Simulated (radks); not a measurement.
Results of a calculation; reference values are marked as such.
Mean orbital radii <r> (bohr) of the argon ion Ar+, [Ne] 3s2 3p5, at several levels of relativity; Dirac values are averaged over j with weights 2j + 1. Spin-unpolarised spherical Kohn-Sham, LDA (Slater exchange, Perdew-Wang correlation), point nucleus unless stated (finite: rms radius 3.4274 fm), a radial shooting solver on a logarithmic mesh with Libxc functionals. A level marked "c x" has the speed of light scaled by that factor and shares open shells by 2j + 1; other Dirac levels either fill j = l - 1/2 first or share by 2j + 1.

\begin{tabular}{lrrrrr}
shell & non-rel. & scalar-rel. & Dirac, 2j+1 shares, finite nucleus & Dirac, c x 1.5 & change of magnitude, last against first (%) \\ \hline
1s & 0.08642 & 0.08594 & 0.08594 & 0.08621 & -0.24 \\
2s & 0.4178 & 0.4155 & 0.4154 & 0.4167 & -0.25 \\
2p & 0.3780 & 0.3772 & 0.3772 & 0.3776 & -0.09 \\
3s & 1.376 & 1.370 & 1.370 & 1.373 & -0.19 \\
3p & 1.554 & 1.553 & 1.553 & 1.554 & -0.02 \\
\end{tabular}
